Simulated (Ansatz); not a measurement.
A run for Ansatz (a program for electronic structure): U-CCSD(T)/cc-pVDZ on C2H6Be (SMILES [BeH][CH2]C), a point of a bond scan (R = 1.311 Å).

Ansatz 0.2 input:
```yaml
crystal:
  periodic: [false, false, false]
  atoms:
    - {symbol: Be, position_ang: [-1.44516997, -0.33871489, 0.77011572]}
    - {symbol: H, position_ang: [-2.68932334, -0.19576248, 1.22435394]}
    - {symbol: C, position_ang: [0.12565595, -0.52296854, 0.19841947]}
    - {symbol: C, position_ang: [0.70149886, 0.65782353, -0.61085270]}
    - {symbol: H, position_ang: [0.16969963, -1.43496437, -0.41255321]}
    - {symbol: H, position_ang: [0.78521691, -0.73143034, 1.05193390]}
    - {symbol: H, position_ang: [0.73023303, 1.76087626, 0.09716330]}
    - {symbol: H, position_ang: [0.10330796, 0.86593489, -1.50107434]}
    - {symbol: H, position_ang: [1.72340588, 0.46491778, -0.94768440]}
basis:
  gaussian:
    orbitals: cc-pVDZ
correlation: {method: ccsd_t, electrons: outside_noble_gas}
scf: {omitted_lower_state_checks: [cluster_reference]}
magnetization: {spin_polarized: true, initial_magnetization: 0}
```

The log:

```
WARN ansatz: RAYON_NUM_THREADS=1 ignored (pool sized by the plan → 1); use --threads N
Functional definition: HF
these checks for a lower state are left out or cut short: cluster_reference
integrals: 0.07 GiB planned
649 factors; integrals over basis functions are off by at most 1.2e-3 eV
mean field: 0.16 GiB planned
mean field evaluation 1: about -2551.0772 eV, gradient 1.8e1 eV
mean field evaluation 2: about -2551.2064 eV, gradient 1.8e1 eV
mean field evaluation 4: about -2553.2518 eV, gradient 1.9e0 eV
mean field evaluation 8: about -2553.2811 eV, gradient 3.7e-4 eV
mean field -2553.28110532 eV, -93.8313499443 hartree, gradient 5.4e-6 eV, S^2 0.000000; 0 other end points of the search recorded, 0 dependent functions left out
3 core orbitals not correlated
reference -2553.28110532 eV, -93.8313499443 hartree; 8, 8 occupied and 61, 61 virtual orbitals, 649 factors
second order -9.19911953 eV of doubles, -0.00000000 eV of singles
coupled cluster: 0.31 GiB planned
cycle   1  -10.02126700 eV  change   -8.2e-1 eV  update   6.8e-2
cycle   2  -10.34839143 eV  change   -3.3e-1 eV  update   2.2e-2
cycle   3  -10.38086919 eV  change   -3.2e-2 eV  update   6.3e-3
cycle   4  -10.38114988 eV  change   -2.8e-4 eV  update   2.0e-3
cycle   5  -10.38096838 eV  change    1.8e-4 eV  update   6.0e-4
cycle   6  -10.38086577 eV  change    1.0e-4 eV  update   1.9e-4
cycle   7  -10.38084215 eV  change    2.4e-5 eV  update   5.7e-5
cycle   8  -10.38084130 eV  change    8.5e-7 eV  update   2.0e-5
perturbative correction -0.28085233 eV, -0.0103211326 hartree
Total energy: -2563.94279894 eV, -94.2231599582 hartree
Checks for a lower state left out: cluster_reference
```

Self-consistency was reached.

Cost: roughly 9 core-seconds.
